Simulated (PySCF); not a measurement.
Start geometry of `O=CC1COBOC1` from GFN2-xTB (Å):
```
atom  x, y, z in Å
O1     2.9138   -0.4393   -0.8490
C2     1.9897   -0.3394   -0.0686
C3     0.5391   -0.0706   -0.4216
C4    -0.3093   -1.2102    0.0806
O5    -1.7091   -0.9206   -0.0996
B6    -2.1300    0.3751   -0.0963
O7    -1.2947    1.4282    0.0702
C8     0.0920    1.2394    0.2473
H9     2.1683   -0.4522    1.0409
H10    0.4466    0.0239   -1.4880
H11   -0.1606   -1.4054    1.1580
H12   -0.1302   -2.1287   -0.4709
H13   -3.2913    0.5866   -0.2601
H14    0.5713    2.0999   -0.1793
H15    0.2890    1.1959    1.3292
```

Problem. What comes out of this run: PySCF, PBE0-D3(BJ)/def2-SVP geometry optimisation, gas phase?

Solution. 
```
atom  x, y, z in Å
O1     2.878    0.067   -0.943
C2     2.010   -0.160   -0.147
C3     0.535   -0.019   -0.425
C4    -0.246   -1.244    0.043
O5    -1.636   -1.050   -0.056
B6    -2.170    0.197    0.005
O7    -1.410    1.311    0.176
C8    -0.013    1.217    0.293
H9     2.260   -0.485    0.899
H10    0.413    0.114   -1.512
H11    0.015   -1.477    1.093
H12    0.018   -2.126   -0.561
H13   -3.362    0.322   -0.101
H14    0.431    2.130   -0.133
H15    0.262    1.185    1.364
```

The energy falls by 9.5 kJ/mol over 7 energy and gradient evaluations, the largest force component goes from 0.0328 to 3.4e-04 Eh/bohr, and the atoms move by 0.078 Å rms after alignment. The bond that changes most is C4–O5 (sp3 carbon bound to oxygen to boron-bound oxygen), which shortens by 0.034 Å. Bonds longer at the end by more than 0.005 Å: 6 of 15; shorter: 5. Among the angles that change most is H14–C8–H15, from 110.0° to 107.3°. Among the dihedrals that turn most is O1–C2–C3–C8, from -120° to -107°. Rotational constants go from 4595, 1433, 1164 to 4603, 1440, 1169 MHz. The orientation of the end geometry is arbitrary; only internal coordinates are fixed.

The run used 147 basis functions and 53 SCF cycles in all.

Not checked by PBE0-D3(BJ)/def2-SVP frequencies. One conformer, not necessarily the lowest.
